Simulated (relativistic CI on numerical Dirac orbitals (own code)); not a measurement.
# Spin-allowed bands of a d3 ion in a tetrahedral site, by hand

Problem. Take Δ = 5000 cm⁻¹ and B = 780 cm⁻¹ for a d3 ion in a tetrahedral site. Calculate the three spin-allowed bands.

Working.
1. The terms of highest spin are 4F (energy 0) and 4P (15B = 11700 cm⁻¹). Here the F term splits into A2 at +1.2Δ = 6000, T2 at +0.2Δ = 1000 and T1 at −0.6Δ = -3000 cm⁻¹.
2. The two T1 states mix through the element 0.4Δ: H = [[-3000, 2000], [2000, 11700]], with roots ½(H₁₁ + H₂₂) ∓ ½√[(H₂₂ − H₁₁)² + 4H₁₂²] = ½(8700) ∓ ½(15235) = -3267 and 11967 cm⁻¹.
3. The ground term is 4T1 at -3267 cm⁻¹.
4. Bands: 4T2 4267 cm⁻¹ (2343 nm), 4A2 9267 cm⁻¹ (1079 nm), 4T1(P) 15235 cm⁻¹ (656 nm).

Check. Exact diagonalisation of the whole d3 shell with these parameters gives 4T2 4267, 4A2 9267, 4T1 15235 cm⁻¹. The match is exact, since without spin-orbit coupling no other term has this spin. The ratio of the second band to the first, 2.172, depends on Δ/B = 6.4 alone, which is how a Tanabe-Sugano diagram is read.
